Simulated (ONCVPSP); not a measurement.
# P, ONCV: configuration errors across variants

phosphorus (P), optimised norm-conserving Vanderbilt (ONCV), made with ONCVPSP 4.0.1 (PBE, scalar-relativistic). Core [Ne], reference 3s2 3p1.5 (charge +1.5). Waves: 3s: rc 1.30 bohr, ncon 4, nbas 7, qcut 5.5 1/bohr, 1 projector; 3p: rc 1.85 bohr, ncon 4, nbas 8, qcut 4.4 1/bohr, 2 projectors, debl 2.5 Ha; d scattering state at 0.2 Ha: rc 1.30 bohr, ncon 5, nbas 9, qcut 6.4 1/bohr, local. Local part: the d channel. Core correction: polynomial model core, fcfact 0.3.

All-electron excitation energies from the reference (eV): (1) 3s2 3p3 -18.045; (2) 3s2 3p2 -8.315; (3) 3s2 3p1 10.832; (4) 3s1 3p4 -9.511.

Errors AE − PS in meV (a dash: test not solved or not reliable):

```tsv
change	(1)	(2)	(3)	(4)	bound ghosts	GHOST(+) flags above zero
base	+8.5	+2.0	+2.0	+3.9	none	none
core correction polynomial model core, fcfact 0.36	+8.4	+2.0	+1.9	+3.9	none	none
core correction polynomial model core, fcfact 0.6	+8.1	+1.9	+1.8	+3.9	none	none
core correction polynomial model core, fcfact 0.8	+8.0	+1.9	+1.7	+3.9	none	none
core correction polynomial model core, fcfact 1	+7.9	+1.9	+1.7	+3.9	none	none
core correction polynomial model core, fcfact 1.2	+7.9	+1.9	+1.7	+3.9	none	none
```

Q: Give the same row for: core correction polynomial model core, fcfact 0.18.

A: +8.6, +2.1, +2.1, +3.9; bound ghosts: none; GHOST(+) flags above zero: none.
